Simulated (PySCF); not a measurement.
ClCu, charge -1, quartet, at a GFN2-xTB geometry of the parent state (such geometries of metal compounds can be far from the true shape) (the multiplicity is a formal guess) (in this run its highest filled SCF level lies above zero, so its values depend strongly on the basis, on diffuse functions most of all); B3LYP/6-31G* in PySCF.

Here is a job for PySCF.
```python
from pyscf import gto, scf, dft

mol = gto.Mole()
mol.atom = '''
    Cu   -0.000000   -0.000000   -0.789398
    Cl    0.000000    0.000000    1.346620
'''
mol.basis = '6-31g*'
mol.charge = -1
mol.spin = 3
mol.verbose = 3
mol.build()

mf = dft.UKS(mol)
mf.xc = 'b3lyp'
mf.kernel()
mf.analyze()
```

The log (banner, timings and long lists left out):

```
converged SCF energy = -2100.36964066482  <S^2> = 3.7508862  2S+1 = 4.0004431
**** MO energy ****
                             alpha | beta                alpha | beta
MO #1   energy= -322.982825715342  | -322.981306682594  occ= 1 | 1
MO #2   energy= -101.302030619789  | -101.300573274943  occ= 1 | 1
MO #3   energy= -38.830310465296   | -38.8039309851652  occ= 1 | 1
MO #4   energy= -34.0605530521381  | -34.0254067753522  occ= 1 | 1
MO #5   energy= -34.0280656003987  | -34.0099068144306  occ= 1 | 1
MO #6   energy= -34.0142154431178  | -34.002622239324   occ= 1 | 1
MO #7   energy= -9.23518077437088  | -9.23375414227553  occ= 1 | 1
MO #8   energy= -6.99542829921248  | -6.99213572293896  occ= 1 | 1
MO #9   energy= -6.99072328955021  | -6.98990477263536  occ= 1 | 1
MO #10  energy= -6.98996861519892  | -6.98806005745682  occ= 1 | 1
MO #11  energy= -4.30249997508934  | -4.24385520374329  occ= 1 | 1
MO #12  energy= -2.8440843582334   | -2.7452143653068   occ= 1 | 1
MO #13  energy= -2.77912710276254  | -2.72502359901392  occ= 1 | 1
MO #14  energy= -2.75489388105435  | -2.72450027184142  occ= 1 | 1
MO #15  energy= -0.598510692589487 | -0.589358588839649 occ= 1 | 1
MO #16  energy= -0.305595377978844 | -0.228801889089227 occ= 1 | 1
MO #17  energy= -0.252475840791583 | -0.224954683072916 occ= 1 | 1
MO #18  energy= -0.249529376853142 | -0.209055434693949 occ= 1 | 1
MO #19  energy= -0.237663139609916 | -0.188438583378992 occ= 1 | 1
MO #20  energy= -0.221215929661451 | -0.135497274980115 occ= 1 | 1
MO #21  energy= -0.160392923070745 | -0.11614545748793  occ= 1 | 1
MO #22  energy= -0.120163858709958 | -0.106346182605731 occ= 1 | 1
MO #23  energy= -0.116846978754609 | -0.00474948980525847 occ= 1 | 0
MO #24  energy= -0.0298440894028733 | 0.0662948529150746 occ= 1 | 0
MO #25  energy= 0.0938933946867584 | 0.153800105621932  occ= 1 | 0
MO #26  energy= 0.130273824079459  | 0.172796702452546  occ= 0 | 0
MO #27  energy= 0.185915111855588  | 0.203653064271319  occ= 0 | 0
MO #28  energy= 0.261255508946376  | 0.289842611048081  occ= 0 | 0
MO #29  energy= 0.32889728747329   | 0.351801067202884  occ= 0 | 0
MO #30  energy= 0.337665612516767  | 0.370113836008937  occ= 0 | 0
MO #31  energy= 0.424193750613352  | 0.44746414765863   occ= 0 | 0
MO #32  energy= 0.61685403233879   | 0.623949219340618  occ= 0 | 0
MO #33  energy= 0.664849923384731  | 0.666516005500932  occ= 0 | 0

To work with the spin densities directly, `use mulliken_meta_spin()` only printing them here.

 ** Mulliken spin pop alpha/beta on meta-lowdin orthogonal AOs **
 ** Mulliken Spin Density (per atom)  **
spin density of  0 Cu =      2.80544
spin density of  1 Cl =      0.19456
 ** Mulliken pop alpha/beta on meta-lowdin orthogonal AOs **
 ** Mulliken atomic charges   ( Nelec_alpha | Nelec_beta ) **
charge of  0Cu =     -0.22787  (    16.01666     13.21121 )
charge of  1Cl =     -0.77213  (     8.98334      8.78879 )

WARN: System has nonzero charge -1; the dipole moment is origin-dependent.
Location of origin: [0. 0. 0.]

Dipole moment(X, Y, Z, Debye): -0.00000, -0.00000,  0.57622
```
